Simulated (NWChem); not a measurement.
System: CH5ClOSi2; SMILES Cl[Si@H]1CO[SiH2]1

The following NWChem deck was run.

```
start job
memory heap 200 mb stack 900 mb global 1100 mb
geometry units angstroms
  Cl    -1.690126     1.295008    -0.541554
  Si    -0.422605     0.218871     0.611958
  C     -0.197585    -1.599190    -0.017637
  O      1.230342    -1.619636    -0.178671
  Si     1.828495    -0.112419     0.117350
  H     -0.998715     0.214018     1.959925
  H     -0.470367    -2.393205     0.679743
  H     -0.654496    -1.834408    -0.981958
  H      2.428800     0.441498    -1.096576
  H      2.793530    -0.179186     1.211982
end
basis spherical
  * library def2-svp
end
dft
  xc xpbe96 cpbe96
  disp vdw 4
  iterations 150
end
driver
  maxiter 120
end
task dft optimize
task dft freq
```

The level has its own optimisation; frequencies are unscaled. Brackets give each atom's bonded neighbours.

Q: Predict the main results of this run. (PBE-D3(BJ)/def2-SVP.) Quantities: r Cl–Si (Å); r C–Si (Å); r Si–Si (Å); r H–Si [H(Si)–Si(CClHSi)] (Å); highest harmonic frequency (cm⁻¹); lowest (cm⁻¹); zero-point energy (kcal/mol); dipole (D).

A: 
```yaml
r Cl–Si (Å): 2.089
r C–Si (Å): 1.940
r Si–Si (Å): 2.343
r H–Si [H(Si)–Si(CClHSi)] (Å): 1.505
highest harmonic frequency (cm⁻¹): 3015
lowest (cm⁻¹): 55
zero-point energy (kcal/mol): 36.0
dipole (D): 0.65
```
